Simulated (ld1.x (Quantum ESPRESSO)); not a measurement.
gallium (Ga): variants of one PAW potential

Base potential:

* Element: gallium
* Generator: ld1.x (Quantum ESPRESSO) 7.5
* Type: PAW
* Functional: PBE
* Relativity: scalar-relativistic
* Frozen core: [Ne]
* Valence charge: 21
* Reference configuration: 3s2 3p6 3d10 4s1.75 4p1.25
* Partial waves: 3s (bound): rcut 1.00, rcutus 1.25 bohr; 4s (bound): rcut 1.00, rcutus 1.25 bohr; 3p (bound): rcut 1.05, rcutus 1.30 bohr; 4p (bound): rcut 1.05, rcutus 1.30 bohr; 3d (bound): rcut 1.15, rcutus 1.25 bohr; 3d channel at -0.05 Ry: rcut 1.15, rcutus 1.25 bohr
* Local potential: all-electron potential smoothed inside 1.15 bohr (lloc = -1)
* Core correction: Bessel-smoothed model core, default radius (core density twice the valence density)
* Augmentation charge: BG, radius 0.85 bohr

All-electron outer shells of the reference configuration (PBE, scalar-relativistic, ld1.x):

```csv
shell,level (eV),outermost node (bohr),outermost maximum (bohr)
2s,-1262.81,0.07,0.18
2p,-1099.32,–,0.15
3s,-148.63,0.27,0.56
3p,-99.37,0.24,0.56
3d,-19.65,–,0.53
4s,-9.24,0.81,1.90
4p,-2.78,0.87,2.53
```

Cutoffs, loose and tight: the cutoffs (Ry, on a coarse ladder) from which the occupation-weighted sum of valence levels, in a spherical-Bessel basis at the reference potential, stays within 10 and 1 mRy of its value at 400 Ry. They do not see the model core or the augmentation charge, which bear on the density cutoff. Test errors are all-electron minus pseudo excitation energies from the reference, over the configurations 3s2 3p6 3d10 4s2 4p1; 3s2 3p6 3d10 4s2 4p0; 3s2 3p6 3d10 4s1 4p0; 3s2 3p6 3d9 4s2 4p1; 3s2 3p6 3d10 4s0 4p3; 3s2 3p6 3d10 4s1 4p1; 3s2 3p6 3d10 4s1 4p2. A dash means not determined; rows that change the core or the reference have their own tests. The largest error is taken over the tests solved by every variant that gives reliable tests at all: 3s2 3p6 3d10 4s1 4p0; 3s2 3p6 3d10 4s2 4p0; 3s2 3p6 3d10 4s2 4p1.

Cutoffs are not given where the Bessel-basis levels miss the radial ones by over 6 mRy, ghosts where they miss by over 20 mRy; a channel whose overlap is not positive is not tested.

On the changes marked as counting shells twice: ld1.x takes every shell without a wave as core, so the model core holds the marked electrons as well and exchange and correlation see them twice. This cancels in the reference configuration, but the file is broken for other ones, and its errors say nothing about a proper core correction.

A file whose overlap is not positive is unfit for use, and its test errors describe a broken file.

```csv
change,outcome,"cutoff, loose","cutoff, tight",bound ghosts,largest test error (meV)
base,"generated, overlap not positive",–,–,not determined (overlap not positive),+46
functional BLYP,"generated, overlap not positive",–,–,not determined (overlap not positive),+46
"type TM semilocal; waves now 3s (bound): rc 1.25 bohr; 3d (bound): rc 1.25 bohr; 3p (bound): rc 1.30 bohr; local potential the p channel (4p, 4s counted twice)","generated, misses its reference levels by 2.83 eV",180 Ry,over 300 Ry,none,-3242
"wave 3d channel at -0.05 Ry: rcut 1.15, rcutus 1.25 bohr becomes 3d channel at 2.99 Ry: rcut 1.15, rcutus 1.25 bohr","generated, overlap not positive",–,–,not determined (overlap not positive),+45
```

Problem. What comes out with this change to the base: waves 3s (bound): rcut 0.98, rcutus 1.04 bohr; 4s (bound): rcut 0.98, rcutus 1.04 bohr?

Solution. outcome: generated, overlap not positive; bound ghosts: not determined (overlap not positive); largest test error (meV): +26. A file whose overlap is not positive is unfit for use, and its test errors describe a broken file.

Problem. What comes out with this change to the base: reference 3s2 3p6 3d10 4s1.5 4p1.5?

Solution. outcome: generated, overlap not positive; bound ghosts: not determined (overlap not positive); largest test error (meV): +113. A file whose overlap is not positive is unfit for use, and its test errors describe a broken file.

Problem. What comes out with this change to the base: waves 3p (bound): rcut 1.02, rcutus 1.08 bohr; 4p (bound): rcut 1.02, rcutus 1.08 bohr?

Solution. outcome: generated, overlap not positive; bound ghosts: not determined (overlap not positive); largest test error (meV): +14. A file whose overlap is not positive is unfit for use, and its test errors describe a broken file.
